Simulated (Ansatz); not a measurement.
The same bond dissociation along the group B, Al, In.

Gas-phase electronic energies from Ansatz, PBE0-D4/def2-TZVP geometries. CBS: MP2 limit from def2 TZ/QZ plus the TZ coupled-cluster correction, frozen cores. This one scheme is used for every species. Functionals use def2-TZVPP. B3LYP here is the variant with VWN-RPA as its local correlation; programs differ in this. Open shells (•) are unrestricted, without spin–orbit coupling. def2 core potentials past Kr. For In outer-core shells are correlated without core-valence functions, which leaves a few kJ/mol of doubt a bond. Each species was taken in one conformer, which may not be the lowest.

```
                                        reaction  B3LYP-D4 (kcal/mol)  RPA@PBE/def2-TZVPP (kcal/mol)
                 `SB(S)Cl` → `S[B]Cl`• + `[SH]`•                101.4                           97.0
`[SH][Al]([SH])[Cl]` → `[SH][Al][Cl]`• + `[SH]`•                 90.6                           86.3
`[SH][In]([SH])[Cl]` → `[SH][In][Cl]`• + `[SH]`•                 66.4                           65.5
```

Task: Give the CCSD(T)/CBS values in the same order. (Estimate.)

Result: Ansatz gave: 105.9, 96.5, 75.1 kcal/mol.

Largest T1 diagnostic: 0.018, for `[SH][In][Cl]`•.
